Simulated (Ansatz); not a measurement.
Consider the ligand exchange at the Si–C bond: `[SiH3]C#[C][GeH3]` + `[OH][SnH2][OH]` → `[OH][SnH2][O][SiH3]` + `C#[C][GeH3]`.

Program: Ansatz. Geometries: PBE0-D4/def2-TZVP. ΔE: electronic, gas phase. CCSD(T)/CBS adds triple-zeta CCSD(T) − MP2 to the extrapolated MP2 energy (def2 sets, frozen cores). DFT in def2-TZVPP. B3LYP here is the variant with VWN-RPA as its local correlation; programs differ in this. Elements past krypton have def2 core potentials. For Ge, Sn outer-core shells are correlated without core-valence functions, which leaves a few kJ/mol of doubt a bond. Scalar relativity is left out up to krypton. One conformer a species, not always the lowest.

(1) Is it downhill or uphill in electronic energy at CCSD(T)/CBS, and by how much? (Estimate.)

(2) What do these levels give: BLYP-D4, B97M-V, PBE0-D4, r2SCANh-D4, r2SCAN0-D4, r2SCAN, B3LYP, CCSD/def2-SVP, CCSD(T)/def2-SVP, SCS-MP2/def2-TZVPP, HF/CBS(def2), MP2/CBS(def2)? (An estimate is asked.)

Largest T1 diagnostic among the species: 0.014.

Answers

(1) Computed: Downhill: ΔE = -0.70 eV.

(2) The calculation gave: BLYP-D4 -0.62, B97M-V -0.67, PBE0-D4 -0.59, r2SCANh-D4 -0.65, r2SCAN0-D4 -0.68, r2SCAN -0.63, B3LYP -0.65, CCSD/def2-SVP -0.72, CCSD(T)/def2-SVP -0.69, SCS-MP2/def2-TZVPP -0.71, HF/CBS(def2) -0.88, MP2/CBS(def2) -0.69 eV.

In def2-TZVPP, CCSD(T) changes the Hartree–Fock value by +0.16 eV (the triples alone add +0.03 eV) and MP2 by +0.17 eV. Leaving LDA and LC-ωPBE aside and taking each functional with its dispersion term where it has one, the values, not all of them listed here, spread over 0.27 eV, from BHLYP-D4 to revPBE-D4. LDA lies −0.04 eV from PBE without D4.
